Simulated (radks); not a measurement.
Fractional charge and spin in the 3p shell of chromium: the spin-up occupation runs from 2 to 3 and the spin-down occupation from 2 to 3; the fullest corner is Cr+, [Ne] 3s2 3d(up 2.5, down 2.5) 3p(up 3, down 3). Method: non-relativistic Kohn-Sham, TPSS, spin-polarised, spherical densities, point nucleus; meta-GGA in the generalised Kohn-Sham scheme; computed with a radial shooting solver on a logarithmic mesh with Libxc functionals. Energy (eV) minus the two flat planes that join the four corners (they meet along the diagonal where the two added fractions sum to one electron); zero is where a piecewise linear energy would lie.

down \ up,2,2.25,2.5,2.75,3
2,0.000,-1.648,-2.176,-1.615,0.000
2.25,-1.648,-2.078,-1.423,0.286,-1.394
2.5,-2.176,-1.423,0.381,-1.205,-1.823
2.75,-1.615,0.286,-1.205,-1.729,-1.338
3,0.000,-1.394,-1.823,-1.338,0.000

Corners above the fullest one (they belong to Cr2+ and the next ion): (up 3, down 2) 59.379 eV, (up 2, down 3) 59.379 eV, (up 2, down 2) 136.36 eV. With half an added electron in each spin the energy lies 0.381 eV from the planes, and with half an added electron in spin up alone -2.176 eV. The planes are only a guide here: the flat-plane condition holds for ground states with one frontier orbital, while this shell lies below other occupied shells, so the corners above the fullest one are inner-hole states and not the ground states of those ions.
